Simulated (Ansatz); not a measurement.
C4H7Br (`C[C@H]1C[C@@H]1Br`). Charge 0, multiplicity 1. All single points use the PBE0-D4/def2-TZVP geometry.

```xyz
12

C     0.244    0.070   -1.504
C     0.210    0.472   -0.058
C    -0.969    0.135    0.813
C     0.331   -0.567    1.001
Br    1.379   -0.232    2.566
H     1.271   -0.010   -1.869
H    -0.279    0.802   -2.125
H    -0.242   -0.898   -1.653
H     0.689    1.417    0.174
H    -1.265    0.854    1.566
H    -1.784   -0.439    0.385
H     0.415   -1.604    0.705
```

**Question.** What is the dipole moment at ωB97M-V/def2-TZVPP? (Estimate.)

**Answer.** The calculation gave: 2.09 D, with components (-1.07, -0.01, -1.80) D in this frame, pointing from negative to positive charge.

**Question.** And with PBE, r2SCAN, B3LYP? (Best estimate.)

**Answer.** Ansatz gave: PBE 2.07 D, r2SCAN 2.20 D, B3LYP 2.11 D.

**Question.** Give the Mulliken charges with ωB97M-V, B3LYP, r2SCAN in def2-TZVPP. (An estimate is asked.)

**Answer.** The calculation gave: 
```
atom  ωB97M-V  B3LYP  r2SCAN
  C1    -0.28  -0.23   -0.14
  C2    -0.07  -0.04    0.03
  C3    -0.19  -0.19   -0.15
  C4    -0.08  -0.02    0.03
 Br5    -0.09  -0.12   -0.14
  H6     0.11   0.09    0.05
  H7     0.11   0.08    0.05
  H8     0.07   0.06    0.03
  H9     0.10   0.09    0.05
 H10     0.11   0.10    0.07
 H11     0.09   0.08    0.05
 H12     0.11   0.10    0.07
```

B3LYP here is the variant with VWN-RPA as its local correlation; programs differ in this.
